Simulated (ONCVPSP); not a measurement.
## Cd, ONCV: configuration errors across variants

ONCVPSP 4.0.1 input, shortened (lines: element, Z, core and valence counts, functional; n l f; lmax; l rc ep ncon nbas qcut; lloc lpopt rc5 dvloc0; l nproj debl; icmod fcfact rcfact), LDA (Perdew-Zunger), scalar-relativistic:

```
  Cd 48.00    6    4        3      upf
    1    0    2.00
    2    0    2.00
    2    1    6.00
    3    0    2.00
    3    1    6.00
    3    2   10.00
    4    0    2.00
    4    1    6.00
    4    2   10.00
    5    0    2.00
    2
    0    1.65    0.00    4    8    9.50
    1    1.25    0.00    4    8   13.40
    2    1.35    0.00    5    9   11.00
    4    5    1.20    1.00
    0    2    2.10
    1    3    3.20
    2    3    2.90
    3    2.00    1.30
```

All-electron excitation energies from the reference (eV): (1) 4s2 4p6 4d10 5s1 9.628; (2) 4s2 4p6 4d10 5s0 27.148; (3) 4s2 4p6 4d9 5s0 65.404; (4) 4s2 4p5 4d10 5s2 74.225.

Errors AE − PS in meV (a dash: test not solved or not reliable):

```csv
change,(1),(2),(3),(4),bound ghosts,GHOST(+) flags above zero
base,-2.0,-7.2,-7.8,-43,none,none
"local potential polynomial inside 1.20 bohr (lpopt 5, dvloc0 -2.5 Ha)",-2.0,-7.2,-13,-42,none,s
"local potential polynomial inside 1.20 bohr (lpopt 5, dvloc0 0 Ha)",-2.0,-7.2,-13,-42,none,none
"local potential polynomial inside 1.20 bohr (lpopt 5, dvloc0 4 Ha)",-2.0,-7.1,-12,-41,none,none
"local potential polynomial inside 1.20 bohr (lpopt 5, dvloc0 5 Ha)",-2.0,-7.2,-13,-42,none,none
"local potential polynomial inside 1.20 bohr (lpopt 5, dvloc0 7.5 Ha)",-2.0,-7.2,-13,-43,none,none
"local potential polynomial inside 1.20 bohr (lpopt 5, dvloc0 9.5 Ha)",-2.0,-7.2,-13,-43,none,none
```

(1) Give the same row for: local potential polynomial inside 1.20 bohr (lpopt 5, dvloc0 1.5 Ha).

Results:

(1) -2.0, -7.3, -15, -43; bound ghosts: none; GHOST(+) flags above zero: none.
